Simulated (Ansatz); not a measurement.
`[F][SnH]([Cl])[Cl]`, relaxed with RKS PBE-D4/def2-SVP in the Gaussian-basis code of Ansatz from a rough embedded geometry. The force threshold is 0.03 eV/Å; the program also tests the step.

The species carries charge 0 and has multiplicity 1. Sn: def2 effective core potential.

Start:

```xyz
5

F     1.606    0.367    1.159
Sn    0.098    0.013   -0.055
Cl   -1.105   -1.833    0.770
Cl   -1.307    1.813   -0.215
H     0.707   -0.361   -1.659
```

(1) How much energy does the relaxation release, and in how many steps? (Estimate.)

(2) Which bonds change most? (Estimate.)

(3) Give the relaxed structure. (Estimate.)

Answers

(1) Computed: 7.13 kJ/mol, in 2 steps.

(2) The calculation gave: Sn2–Cl4 from 2.289 to 2.345 Å; Sn2–H5 from 1.755 to 1.717 Å; F1–Sn2 from 1.968 to 1.948 Å; Sn2–Cl3 from 2.353 to 2.346 Å.

(3) Computed: 
```xyz
5

F     1.526    0.380    1.130
Sn    0.094   -0.029   -0.125
Cl   -1.091   -1.826    0.806
Cl   -1.300    1.857   -0.147
H     0.771   -0.383   -1.663
```
